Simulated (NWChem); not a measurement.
A series in which one site is exchanged, each optimised at B3LYP/6-31G* with NWChem, gas phase unless a solvent is named. All stand in one matching conformer (torsions within 35°), which need not be the lowest. Pople sets run with spherical d functions. This build's default masses of Se (78.918 u) and Br (79.917 u) are each other's, which moves their modes by up to 0.6 %. Shieldings are non-relativistic GIAO values without spin-orbit effects.

A: Br[SiH](Cl)N (SiNH3BrCl; site = Br)
B: N[SiH](F)Cl (SiNH$_{3}$ClF; site = F)
C: N[SiH2]Cl (SiNH₄Cl; site = H)
D: N[SiH](Cl)Cl (SiNH3Cl2; site = Cl)

Values for A:

- highest harmonic frequency (cm⁻¹), B3LYP/6-31G* = 3647
- static polarisability, PBE0/def2-SVPD (bohr³) = 70.0
- SMD solvation free energy in n-hexane, B3LYP/6-31G* (kcal/mol) = -4.8
- 29Si shift against tetramethylsilane, KT2/pcSseg-1 (ppm) = 5.5

Q: How do these values change for the other members?

A: 
```json
[
 {"change from A": "highest harmonic frequency (cm⁻¹), B3LYP/6-31G*", "B": "+19", "C": "+3", "D": "+5"},
 {"change from A": "static polarisability, PBE0/def2-SVPD (bohr³)", "B": "-23.1", "C": "-20.0", "D": "-8.6"},
 {"change from A": "SMD solvation free energy in n-hexane, B3LYP/6-31G* (kcal/mol)", "B": "+1.7", "C": "+1.8", "D": "+0.6"},
 {"change from A": "29Si shift against tetramethylsilane, KT2/pcSseg-1 (ppm)", "B": "-25.6", "C": "-27.7", "D": "-8.3"}
]
```
